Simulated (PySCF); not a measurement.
**From computed data to an observable: chemical shift, span and skew from a shielding tensor**

Si(H)2(Cl)(Me) (CH5ClSi), SMILES C[SiH2]Cl. Atoms are numbered in the order given.

```xyz
8

Si    -0.6259    -0.4472     0.0000
C      0.6791    -1.7750     0.0000
Cl     0.2825     1.4180     0.0000
H     -1.4747    -0.5213    -1.2077
H     -1.4747    -0.5213     1.2077
H      1.3127    -1.6957     0.8846
H      0.2104    -2.7622     0.0000
H      1.3127    -1.6957    -0.8846
```

The structure is a stationary point at B3LYP-D3(BJ)/def2-TZVP.

GIAO shieldings from PBE0/pcSseg-1 (PySCF), non-relativistic, no solvent. The symmetric part of the tensor of Si1 has the principal values 297.1, 362.5, 407.1 ppm. The same nucleus in TMS has σ = 352.7 ppm at this level (PySCF, at its B3LYP-D3(BJ)/def2-TZVP geometry). Without spin–orbit terms, shifts of atoms bonded to Cl or Br come out too high.

Q: Work out the isotropic shielding, the ²⁹Si shift against TMS, the span and the skew.

A: 
σ(iso) = (σ11 + σ22 + σ33)/3 = 355.6 ppm. δ = σ(ref) − σ(iso) = 352.7 − (355.6) = -2.9 ppm.
Span Ω = σ33 − σ11 = 110.0 ppm. Skew κ = 3(σ(iso) − σ22)/Ω = -0.19. Tumbling in solution averages the tensor to δ; in a static solid the shielding alone would spread this spin-1/2 line over Ω.
